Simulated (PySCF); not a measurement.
# MS for M along group 15

r²SCAN with double-zeta basis sets in PySCF, for the lowest determinant that a PBE0 search found; no spin–orbit coupling. De refers to high-spin ground-configuration atoms. A positive dipole means M(−)S(+).

| M | basis | state (unpaired electrons) | Re (Å) | ωe (cm⁻¹) | De (eV) | μ (D) |
| --- | --- | --- | --- | --- | --- | --- |
| N | x2c-SVPall | doublet (π ↑) | 1.511 | 1247 | 4.59 | 1.75 |
| P | def2-SVP | doublet (π ↑) | 1.915 | 754 | 4.35 | -0.64 |
| As | def2-SVP | doublet (π ↑) | 2.028 | 585 | 3.97 | -1.23 |
| Sb | def2-SVP | doublet (π ↑) | 2.240 | 491 | 3.41 | -2.36 |
| Bi | def2-SVP | doublet (π ↑) | 2.336 | 436 | 3.04 | -3.16 |

(1) By what factor does the harmonic wavenumber vary along the series?

The rows differ in basis set, which adds steps of its own.

Down a group the atoms grow and get heavier, so bonds lengthen and wavenumbers fall; this series shows no clear exception.

These are scalar-relativistic numbers at best; spin–orbit coupling would shift them, the dissociation energy most. States were picked by a PBE0 search and need not be the measured ground states.

Results:

(1) At r²SCAN it runs from 436 cm⁻¹ (BiS) to 1247 cm⁻¹ (SN), a factor of 2.86.
